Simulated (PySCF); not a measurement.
Which basis set comes closest?

Molecule: SMILES C[Si@@H](SCCCC)Cl, C$_{5}$H$_{13}$ClSSi.

Molfile (atoms numbered from 1):
```
C5H13ClSSi
     RDKit          3D

 21 20  0  0  0  0  0  0  0  0999 V2000
   -3.4132    0.5015    0.2831 C   0  0  0  0  0  0  0  0  0  0  0  0
   -2.3973   -0.6293    0.2838 C   0  0  0  0  0  0  0  0  0  0  0  0
   -1.0501   -0.2184   -0.2975 C   0  0  0  0  0  0  0  0  0  0  0  0
   -0.0391   -1.3490   -0.2723 C   0  0  0  0  0  0  0  0  0  0  0  0
    1.5791   -0.9575   -1.0383 S   0  0  0  0  0  0  0  0  0  0  0  0
    2.2986    0.5894    0.2387 Si  0  0  2  0  0  4  0  0  0  0  0  0
    4.1286    0.7545   -0.0525 C   0  0  0  0  0  0  0  0  0  0  0  0
    1.9276    0.0674    2.2237 Cl  0  0  0  0  0  0  0  0  0  0  0  0
   -3.0559    1.3578    0.8773 H   0  0  0  0  0  0  0  0  0  0  0  0
   -3.6032    0.8667   -0.7389 H   0  0  0  0  0  0  0  0  0  0  0  0
   -4.3766    0.1809    0.7071 H   0  0  0  0  0  0  0  0  0  0  0  0
   -2.7942   -1.4878   -0.2863 H   0  0  0  0  0  0  0  0  0  0  0  0
   -2.2484   -0.9951    1.3149 H   0  0  0  0  0  0  0  0  0  0  0  0
   -1.1742    0.1383   -1.3341 H   0  0  0  0  0  0  0  0  0  0  0  0
   -0.6586    0.6387    0.2781 H   0  0  0  0  0  0  0  0  0  0  0  0
   -0.4036   -2.2151   -0.8461 H   0  0  0  0  0  0  0  0  0  0  0  0
    0.1493   -1.6904    0.7571 H   0  0  0  0  0  0  0  0  0  0  0  0
    1.5911    1.8857    0.0442 H   0  0  0  0  0  0  0  0  0  0  0  0
    4.6378   -0.1965    0.1612 H   0  0  0  0  0  0  0  0  0  0  0  0
    4.5495    1.5372    0.5965 H   0  0  0  0  0  0  0  0  0  0  0  0
    4.3233    1.0289   -1.1012 H   0  0  0  0  0  0  0  0  0  0  0  0
  1  2  1  0
  2  3  1  0
  3  4  1  0
  4  5  1  0
  5  6  1  0
  6  7  1  0
  6  8  1  0
  1  9  1  0
  1 10  1  0
  1 11  1  0
  2 12  1  0
  2 13  1  0
  3 14  1  0
  3 15  1  0
  4 16  1  0
  4 17  1  0
  6 18  1  6
  7 19  1  0
  7 20  1  0
  7 21  1  0
M  END
```

Geometry PBE0-D3(BJ)/def2-SVP throughout; GIAO in PySCF, gas phase, one conformer, non-relativistic; equivalent atoms averaged; functional PBE0.

Reference values (measured; solution; U. Herzog, Habilitationsschrift, TU Bergakademie Freiberg, 2002/2003): δ(Si6) = 13.8 ppm vs TMS. Computed shifts are taken against TMS, calculated as an isolated molecule at each level.

How do the basis sets STO-3G, pcSseg-0, 6-31G, 6-31G*, cc-pVDZ, def2-SVP, pcSseg-1, aug-cc-pVDZ, 6-311+G(2d,p) perform against the reference? Times are CPU seconds on shared hosts with different chips, so compare them loosely.

Results:


```
    basis set  functions   Si6  abs. error Si  core-s
       STO-3G         65  26.5           12.7     8.7
     pcSseg-0        110  43.2           29.4      16
        6-31G        110  58.3           44.5      22
       6-31G*        150  43.0           29.2      28
      cc-pVDZ        189  26.0           12.2      37
     def2-SVP        189  25.5           11.7      33
     pcSseg-1        222  26.2           12.4      38
  aug-cc-pVDZ        313  18.0            4.2      91
6-311+G(2d,p)        318  21.4            7.6      88
```

For ²⁹Si the closest is aug-cc-pVDZ (4.2 ppm) and the furthest 6-31G (44.5 ppm). Where a smaller basis beats a larger one, errors probably cancel. One molecule is a small sample, and vibrational and solvent effects are absent from the calculation.

A small basis that lands close on one nucleus may do so by chance; judge by the trend and by all nuclei.
